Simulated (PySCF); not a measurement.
A PySCF script (with the pyscf-properties extension) for the NMR shieldings of `[C@H]1(B)[C@@H](CB)[C@H]1F`, C₄H₉B₂F, on a GFN2-xTB geometry:

```python
import basis_set_exchange as bse
import numpy as np
from pyscf import gto, dft
from pyscf.prop import nmr

atoms = """
B     1.429914    1.696519   -0.136976
C     0.660788    0.711463    0.807960
C     0.464989   -0.704929    0.311852
C    -0.426244   -1.005795   -0.902821
B    -1.172132    0.102875   -1.669695
C    -0.820815   -1.409698    0.508859
F    -1.844117   -0.745264    1.117123
H     1.716431    2.755450    0.265986
H     1.705990    1.391629   -1.231179
H     1.123810    0.666603    1.799493
H    -0.323015    1.158258    0.987398
H     1.358665   -1.315915    0.380088
H    -0.074885   -1.854478   -1.481779
H    -1.639292    1.019780   -1.117396
H    -1.294268    0.003710   -2.828557
H    -0.873417   -2.461263    0.768711
"""
names = dict.fromkeys(["B", "C", "F", "H"], "pcSseg-1")
basis = {el: gto.basis.parse(bse.get_basis(n, elements=[el], fmt="nwchem")) for el, n in names.items()}
mol = gto.M(atom=atoms, basis=basis, charge=0, verbose=0)
mf = dft.RKS(mol, xc="PBE0")
mf.grids.level = 2
mf.grids.alignment = dft.numint.BLKSIZE   # the property module wants whole blocks of grid points
mf.conv_tol = 1e-9
mf.kernel()

calc = nmr.RKS(mf)   # GIAO
C = mf.mo_coeff
Co = C[:, mf.mo_occ > 0]
resp = mf.gen_response(singlet=True, hermi=2)
def vind(x):   # induced exchange potential for any number of trial vectors
    d = np.einsum("pi,xij,qj->xpq", C, 2 * x.reshape(-1, C.shape[1], Co.shape[1]), Co, optimize=True)
    return np.einsum("xpq,pi,qj->xij", resp(d - d.transpose(0, 2, 1)), C, Co, optimize=True).ravel()
mo1, _ = nmr.rhf.solve_mo1(calc, with_cphf=vind)
sigma = calc.kernel(mo1)
for i, s in enumerate(sigma):   # ppm
    w = np.linalg.eigvalsh((s + s.T) / 2)
    print("%2d %-2s iso %8.1f  s11 %8.1f  s22 %8.1f  s33 %8.1f" % (i, mol.atom_pure_symbol(i), w.mean(), *w))
```

Question: Give the expected output.

Answer: 
```
 0 B  iso      6.8  s11    -71.8  s22    -31.8  s33    124.0
 1 C  iso    155.7  s11    128.8  s22    158.6  s33    179.7
 2 C  iso    146.1  s11    117.6  s22    153.6  s33    167.0
 3 C  iso    154.7  s11    101.0  s22    171.3  s33    191.9
 4 B  iso     15.1  s11    -65.9  s22    -27.1  s33    138.3
 5 C  iso     96.5  s11     49.2  s22     81.9  s33    158.4
 6 F  iso    407.1  s11    365.1  s22    412.8  s33    443.5
 7 H  iso     23.6  s11     16.2  s22     26.9  s33     27.8
 8 H  iso     23.8  s11     14.5  s22     27.6  s33     29.4
 9 H  iso     29.4  s11     24.0  s22     28.1  s33     36.0
10 H  iso     29.3  s11     23.1  s22     30.1  s33     34.7
11 H  iso     29.5  s11     23.8  s22     27.8  s33     37.0
12 H  iso     29.9  s11     24.7  s22     26.8  s33     38.3
13 H  iso     24.3  s11     14.9  s22     27.5  s33     30.4
14 H  iso     23.6  s11     16.6  s22     26.6  s33     27.6
15 H  iso     26.4  s11     21.2  s22     26.5  s33     31.4
```

These numbers come from an equivalent density-fitted implementation of the same equations, which agrees with the script to about 0.01 ppm for H and up to a few tenths of a ppm for heavy atoms, so last digits may differ.

Size and cost of the density-fitted run: 164 basis functions, 22 s wall time on 1 thread of an Arm Neoverse V1, shared host; peak memory 0.75 GiB.
